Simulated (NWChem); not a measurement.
C$_{2}$H$_{6}$Si, singlet; SMILES C[Si]C

```xyz
9

Si     0.0000     0.0000     0.7679
C     -1.4494     0.0234    -0.4947
H     -2.4171    -0.2185    -0.0431
H     -1.2887    -0.6245    -1.3673
H     -1.5240     1.0535    -0.8846
C      1.4494    -0.0234    -0.4947
H      1.2887     0.6245    -1.3673
H      1.5240    -1.0535    -0.8846
H      2.4171     0.2185    -0.0431
```
Atoms are numbered in this order, from 1.

Computed with NWChem. Pople sets run with spherical d functions. Low-valent species are run as closed-shell singlets; no triplet was tried in these runs. Coordinates come from a B3LYP/6-31G* (spherical d) optimisation. Static field.

Question: Taking B3LYP/def2-TZVPD as the yardstick, which of these has the fewest basis functions while keeping “isotropic polarisability (bohr³)” within 2 % of it: B3LYP/6-31+G*; B3LYP/6-31G*; B3LYP/aug-cc-pVDZ; B3LYP/def2-SVPD; B3LYP/def2-SVP; B3LYP/def2-TZVP; B3LYP/Sadlej pVTZ?

Answer: B3LYP/aug-cc-pVDZ (a larger set in the list lies outside the tolerance).
```tsv
level	basis functions	isotropic polarisability (bohr³)	relative time (rough)
B3LYP/6-31G*	58	49.6	1
B3LYP/6-31+G*	70	58.7	2
B3LYP/def2-SVP	76	50.6	1
B3LYP/def2-SVPD	112	60.8	3
B3LYP/aug-cc-pVDZ	127	63.7	10
B3LYP/Sadlej pVTZ	134	63.9	9
B3LYP/def2-TZVP	135	58.3	6
B3LYP/def2-TZVPD	171	63.0	10
```

The yardstick is one finite set, not the basis-set limit.
